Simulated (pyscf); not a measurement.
**•H₂C–CH(CH₃)–OH (SMILES [CH2]C(C)O), doublet**

Gas-phase minimum from PySCF at ωB97X-D3(BJ)/def2-SVP, one conformer. Other isomers of •H₂C–CH(CH₃)–OH were not searched in full and may lie lower. 

```xyz
11

C      0.9040     0.2008     0.5046
C     -0.4840     0.4130    -0.0075
C     -0.7276     1.8493    -0.4759
O     -0.8124    -0.5267    -1.0200
H      1.2860    -0.8213     0.5864
H      1.4731     1.0167     0.9600
H     -1.2023     0.1934     0.8092
H     -0.0375     2.1097    -1.2962
H     -0.5672     2.5679     0.3434
H     -1.7593     1.9548    -0.8426
H     -0.1540    -0.4291    -1.7190
```
Charge 0, spin multiplicity 2.

Bonded distances (Å): C1–C2 1.495, C1–H5 1.094, C1–H6 1.094, C2–C3 1.530, C2–O4 1.420, C2–H7 1.110, C3–H8 1.103, C3–H9 1.102, C3–H10 1.100, O4–H11 0.965. Angles (°): C2–C1–H5 118.8, C2–C1–H6 121.3, H5–C1–H6 118.9, C1–C2–C3 112.7, C1–C2–O4 111.4, C1–C2–H7 108.7, C3–C2–O4 111.5, C3–C2–H7 107.9, O4–C2–H7 104.1, C2–C3–H8 110.5, C2–C3–H9 111.2, C2–C3–H10 110.0, H8–C3–H9 107.9, H8–C3–H10 108.4 (the first ones only).

Properties at ωB97X-D3(BJ)/def2-SVP:

```json
{
  "harmonic_wavenumbers_unscaled": "176, 258, 333, 366, 435, 444, 579, 863, 912, 980, 1039, 1155, 1189, 1278, 1339, 1400, 1411, 1440, 1475, 1479, 3018, 3061, 3154, 3168, 3177, 3290, 3863 cm⁻¹",
  "zero_point_energy": "59.0 kcal/mol",
  "rotational_symmetry_number": "1",
  "Entropy of this conformer at 298 K and 1 atm, rigid rotor and harmonic oscillator, modes under 100 cm⁻¹ raised to 100": "305.6 J/(mol K)",
  "dipole_moment": "1.51 D",
  "Spin expectation value S2": "0.753"
}
```

Single-point totals, which compare only within one level:

| level | total energy (hartree) |
|---|---|
| ωB97X-D3(BJ)/def2-TZVP | -193.84166 |
| PBE/def2-TZVP | -193.51301 |
| r²SCAN/def2-TZVP | -193.65220 |
| B3LYP-D3(BJ)/def2-TZVP | -193.78076 |
| PBE0-D3(BJ)/def2-TZVP | -193.54035 |
| M06-2X/def2-TZVP | -193.66822 |
| ωB97M-D3(BJ)/def2-TZVP | -193.80539 |

Soft torsions are taken as harmonic, which can shift the entropy by several J/(mol K).
